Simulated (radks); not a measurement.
Re IX, configuration [Kr] 4d10 4f14 5s2 5p(1/2: 1, 3/2: 4).

Method: Dirac Kohn-Sham, BLYP, spin-unpolarised, spherical densities, finite nucleus; Fermi nuclear charge, rms radius 5.3698 fm; computed with a radial shooting solver on a logarithmic mesh with Libxc functionals.

Energy parts (Ry):
| part | energy |
|---|---|
| total | -33398.8089 |
| kinetic | 37753.7883 |
| electron-nucleus | -82945.8870 |
| Hartree | 12453.1007 |
| exchange-correlation | -659.8110 |

Orbitals (lengths in bohr, moments of r in powers of bohr; <r^-3> diverges for s and p1/2; r(90%) holds 90 % of the orbital's charge):
orbital	occ.	eigenvalue (Ry)	<1/r>	<r^-3>	r(90%)
1s1/2	2	-5267.002	88.71	-	0.0329
2s1/2	2	-919.9698	21.63	-	0.118
2p1/2	2	-880.9172	21.60	-	0.104
2p3/2	4	-775.0669	18.04	17110	0.114
3s1/2	2	-219.6849	7.943	-	0.290
3p1/2	2	-202.2023	7.860	-	0.281
3p3/2	4	-179.2108	6.937	3893	0.302
3d3/2	4	-149.7670	6.833	674.8	0.275
3d5/2	6	-144.7739	6.616	571.1	0.281
4s1/2	2	-52.73047	3.343	-	0.633
4p1/2	2	-45.42646	3.234	-	0.647
4p3/2	4	-40.05842	2.913	909.8	0.695
4d3/2	4	-28.04398	2.701	138.9	0.738
4d5/2	6	-27.05083	2.625	115.1	0.755
4f5/2	6	-11.88603	2.204	21.99	0.920
4f7/2	8	-11.69742	2.174	20.98	0.933
5s1/2	2	-14.61909	1.357	-	1.42
5p1/2	1	-12.27876	1.251	-	1.53
5p3/2	4	-11.32922	1.151	161.8	1.64

The highest occupied level is 5p3/2 at -154.14 eV. The electron density at the nucleus is 1.547e+06 e/bohr^3. The density falls to 0.001 e/bohr^3 at r = 2.45 bohr.
